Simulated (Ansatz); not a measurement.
Gas-phase electronic energies from Ansatz, PBE0-D4/def2-TZVP geometries. CBS: MP2 limit from def2 TZ/QZ plus the TZ coupled-cluster correction, frozen cores. Functionals use def2-TZVPP. B3LYP here is the variant with VWN-RPA as its local correlation; programs differ in this. HSE06 is defined as in plane-wave codes. For Se outer-core shells are correlated without core-valence functions, which leaves a few kJ/mol of doubt a bond. Scalar relativity is left out up to krypton.

`B[SiH]1BO1` + `C[SeH]` → `B[Se]C` + `B1O[SiH2]1`  (cleavage of the B–Si bond)

```csv
level,ΔE (kJ/mol),difference from CCSD(T)/CBS
LDA (SPW92),-96.8,9.7
BLYP-D4,-93.6,12.9
B3LYP-D4,-97.6,8.9
HSE06-D4,-97.6,8.9
CAM-B3LYP-D4,-101.4,5.1
ωB97M-V,-103.8,2.7
PBE-QIDH,-106.6,-0.1
PBE,-92.7,13.8
B3LYP,-96.8,9.7
r2SCANh,-99.1,7.4
BHLYP,-101.4,5.1
HF/def2-SVP,-98.8,7.7
MP2/def2-TZVPP,-116.0,-9.5
CCSD(T)/def2-TZVPP,-105.9,0.6
SCS-MP2/def2-QZVPP,-112.3,-5.8
MP2/CBS(def2),-116.6,-10.1
CCSD(T)/CBS,-106.5,0
```

Largest T1 diagnostic among the species: 0.021, so the coupled-cluster value is less sure than usual.

From PBE to PBE0 (25 % exact exchange), in def2-TZVPP and without D4, ΔE moves by −4.8 kJ/mol. Leaving LDA and LC-ωPBE aside and taking each functional with its dispersion term where it has one, the values, not all of them listed here, spread over 14.4 kJ/mol, from PBE-QIDH to B97M-V. LDA lies −4.1 kJ/mol from PBE without D4.
